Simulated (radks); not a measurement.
The numbers below are computed, except where a source is named.
Species: Sn. Configuration: [Kr] 4d10 5s2 5p2. Code: a radial shooting solver on a logarithmic mesh with Libxc functionals. Model: scalar-relativistic Kohn-Sham, LDA (Slater exchange, VWN5 correlation), spin-polarised, spherical densities, finite nucleus; open shells are filled with parallel spins first (spin-orbit coupling, left out, can overturn this in heavy ions); Fermi nuclear charge, rms radius 4.6519 fm.

Unscreened Slater integrals over Kohn-Sham orbitals (eV). They are taken over the spin-up orbitals.

integral     value
F0(5p,5p)   7.7446
F2(5p,5p)   4.0384
F0(5p,5s)   8.7276
G1(5p,5s)   5.4237
F0(5p,4d)   9.9615
F2(5p,4d)   2.3800
G1(5p,4d)  0.82479
G3(5p,4d)  0.70156
F0(5p,4p)   10.123
F2(5p,4p)   1.8386
G0(5p,4p)  0.32683
G2(5p,4p)  0.41024
F0(5s,5s)   10.280
F0(5s,4d)   12.715
G2(5s,4d)   1.7204
F0(5s,4p)   13.041
G1(5s,4p)  0.78447
F0(4d,4d)   22.363
F2(4d,4d)   11.139
F4(4d,4d)   7.3078
F0(4d,4p)   24.609
F2(4d,4p)   12.254
G1(4d,4p)   15.532
G3(4d,4p)   9.5300
F0(4p,4p)   27.626
F2(4p,4p)   14.451

Derived for the open shells (J is the average intra-shell exchange parameter used in DFT+U). 5p: J = F2/5 = 0.8077 eV.
